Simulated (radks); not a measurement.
Q: Neutral phosphorus, [Ne] 3s2 3p3. Calculated with a radial shooting solver on a logarithmic mesh with Libxc functionals: non-relativistic Kohn-Sham, PBE, spin-polarised, spherical densities, point nucleus. Every spin shell is full or empty, so the densities are truly spherical. Functionals are evaluated on that one density, not self-consistently. Rank these orbital-free kinetic functionals by their error against the exact value of the orbitals, and give that value: Thomas-Fermi, von Weizsacker, TF + vW, TF + vW/9, LC94, APBEK, revAPBEK, Perdew 92, Pearson, LKT, PG1, DePristo-Kress, Ernzerhof.

A: Exact: 340.654 hartree. From best to worst, with 100 (|E| - |E exact|)/|E exact| (equal figures are ties): DePristo-Kress +0.08, Ernzerhof +0.16, LC94 +0.19, APBEK +0.33, Perdew 92 -0.48, TF + vW/9 -0.49, revAPBEK +0.70, Pearson -1.59, Thomas-Fermi -7.37, PG1 +25.48, LKT +31.39, von Weizsacker -38.08, TF + vW +54.55.
